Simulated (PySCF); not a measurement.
# [Eu(NH3)]3+ at several levels of theory

Computed with PySCF 2.14.0 (density fitting, no spin-orbit coupling) at the geometry relaxed with TPSS:

```xyz
5
[Eu(NH3)]3+ (singlet in the valence; each metal's 4f electrons, 6 of them, lie in its core potential, out of spins and levels)
Eu    0.0000    0.0000   -0.1646
N     0.0000    0.0000    2.2146
H     0.9499    0.0000    2.6713
H    -0.4750    0.8226    2.6713
H    -0.4749   -0.8226    2.6713
```

```csv
level,basis,state,HOMO (eV),gap (eV),charge on Eu1 (e),population of f-type functions on Eu1 (polarisation alone where 4f lies in the core),dipole about the centre of mass (D),largest force component (eV/Å)
TPSS,"Eu lcecp-1-SVP with ECP52, N def2-SVP, H def2-SVP",singlet,-26.09,5.06,2.46,0.02,3.84,0.01
BLYP,the same,singlet,-25.90,4.60,2.43,0.02,4.00,0.17
TPSS,"Eu lcecp-1-TZVP with ECP52, N def2-TZVP, H def2-TZVP",singlet,-26.01,5.00,2.55,0.02,3.90,0.36
```

In the lcecp rows the 4f levels are missing from HOMO and gap, and the state counts the valence alone.

Charges are Mulliken's, which hang on the basis. The relaxation used the grid (50, 194), these runs (75, 302) or, all-electron (x2c bases, spin-free X2C Hamiltonian), (99, 590).

Task: A further run in the first row's basis gives HOMO (eV) -27.43, gap (eV) 7.21, charge on Eu1 (e) 2.49, population of f-type functions on Eu1 (polarisation alone where 4f lies in the core) 0.02, dipole about the centre of mass (D) 3.66, largest force component (eV/Å) 0.26. Which level was it?
A. PBE0
B. HF
C. r2SCAN

Result: A. The others give HOMO -26.25 eV (r2SCAN); -30.73 eV (HF).

In the first row's basis the gap widens with exact exchange: 4.6 to 5.7 eV for BLYP, TPSS, r2SCAN (none); 7.2 eV for PBE0 (a fixed share); 14.4 eV for Hartree–Fock (rising or full at long range).

No frequency check is given that shows the relaxed geometry to be a minimum. An lcecp potential fixes the number of 4f electrons, so in runs with it no electron can move into or out of that shell.
